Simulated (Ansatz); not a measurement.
One change: `CCOB(O)O` becomes `[CH3][Al]([CH3])[O]B(O)O`.

Ansatz, PBE0-D4/def2-TZVP geometries, multiplicity 1. Each molecule was computed in one conformer, which needn't be the lowest.

```
                                        property  `CCOB(O)O`
           LUMO energy (ωB97M-V/def2-TZVPP) / eV        2.09
             HOMO energy (B3LYP/def2-TZVPP) / eV       -8.06
size of the dipole moment (B3LYP/def2-TZVPP) / D        0.39
              HOMO energy (PBE0/def2-TZVPP) / eV       -8.28
              LUMO energy (PBE0/def2-TZVPP) / eV        0.77
               HOMO energy (PBE/def2-TZVPP) / eV       -6.71
```

Q: Give the same properties after the change, and the shifts. (An estimate is asked.)

A: The calculation gave: 
| property | `[CH3][Al]([CH3])[O]B(O)O` | shift |
| --- | --- | --- |
| LUMO energy (ωB97M-V/def2-TZVPP) / eV | 1.41 | -0.68 |
| HOMO energy (B3LYP/def2-TZVPP) / eV | -7.44 | 0.62 |
| size of the dipole moment (B3LYP/def2-TZVPP) / D | 0.88 | 0.49 |
| HOMO energy (PBE0/def2-TZVPP) / eV | -7.66 | 0.62 |
| LUMO energy (PBE0/def2-TZVPP) / eV | -0.12 | -0.89 |
| HOMO energy (PBE/def2-TZVPP) / eV | -6.36 | 0.35 |

With PBE0 the HOMO rises by 0.62 eV and the LUMO falls by 0.89 eV, so the gap narrows by about 1.51 eV. PBE moves the HOMO by 0.35 eV and ωB97M-V by 0.80 eV. Dipoles are sizes alone; their direction can turn.

B3LYP here is the variant with VWN-RPA as its local correlation; programs differ in this.
